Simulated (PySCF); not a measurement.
**Peak assignment**

Cartesian coordinates in Å; atom numbers follow the order of the lines, from 1:
```xyz
17

C    -2.522    0.061    0.240
Si   -1.389   -0.537   -1.162
C     0.115   -1.465   -0.466
C     1.136   -0.828    0.099
Cl    2.527   -1.662    0.736
C     1.121    0.639    0.198
C     2.316    1.325    0.782
O     0.145    1.243   -0.202
H    -2.052    0.825    0.849
H    -3.431    0.480   -0.176
H    -2.805   -0.763    0.888
H    -1.035    0.422   -2.203
H    -2.120   -1.635   -1.837
H     0.143   -2.541   -0.537
H     2.488    0.965    1.795
H     3.199    1.084    0.193
H     2.159    2.400    0.792
```

Calculated, not measured (PySCF): GFN2-xTB geometry, NMR shieldings at PBE0/pcSseg-1/GIAO. Non-relativistic, gas phase, equivalent nuclei averaged, one conformer.

References, each an isolated molecule treated in the same way: $^{13}$C (σref 186.93), $^{1}$H (σref 31.72) vs TMS.

Problem. Assign these signals to the numbered atoms. $^{13}$C{$^{1}$H} NMR (computed): δ 202.5, 160.6, 148.4, 30.7, -7.1.

Solution. 
202.5 → C6, ketone carbonyl carbon: the double bond to the heteroatom, with no lone-pair donor beside it, deshields it most
160.6 → C3, β carbon of a C=C–C=O unit: conjugation with the carbonyl draws π density from the β position
148.4 → C4, α carbon of a C=C–C=O unit: the olefinic region
30.7 → C7, methyl carbon α to a carbonyl: the adjacent C=O deshields it moderately
-7.1 → C1, methyl carbon bonded to Si: an electropositive neighbour leaves it electron-rich and shielded

Problem. Assign these signals to the numbered atoms. $^{1}$H NMR (500 MHz, computed): δ 7.40 (t, 1H), 4.51 (m, 2H), 2.55 (s, 3H), 0.23 (t, 3H).

Solution. 
| δ (ppm) | atoms | environment | reason |
| --- | --- | --- | --- |
| 7.40 | H14 | hydrogen on a β carbon of a C=C–C=O unit | olefinic region |
| 4.51 | H12/H13 | hydrogen on a silicon bonded to 2 C | – |
| 2.55 | H15/H16/H17 | hydrogen on a methyl carbon α to a carbonyl | α to C=O |
| 0.23 | H9/H10/H11 | hydrogen on a methyl carbon bonded to Si | an electropositive neighbour shields it, as in TMS itself |

Carbons that carry Cl, above all several Cl atoms, come out too deshielded, partly because spin–orbit coupling is missing. Shifts are as computed. Against solution values, carbons near 30 ppm lie about +3 ppm off and those near 130 ppm about +5 ppm; carbons on Cl a further +6 ppm. Of 1211 compounds with measured shifts, 218 miss one by over three times the rms of a fit or turn the order of signals round; such compounds aren't used in these exercises. Multiplicities follow the n + 1 count of equivalent neighbours, as no J values were calculated; m marks all less simple cases, F and P coupling included.
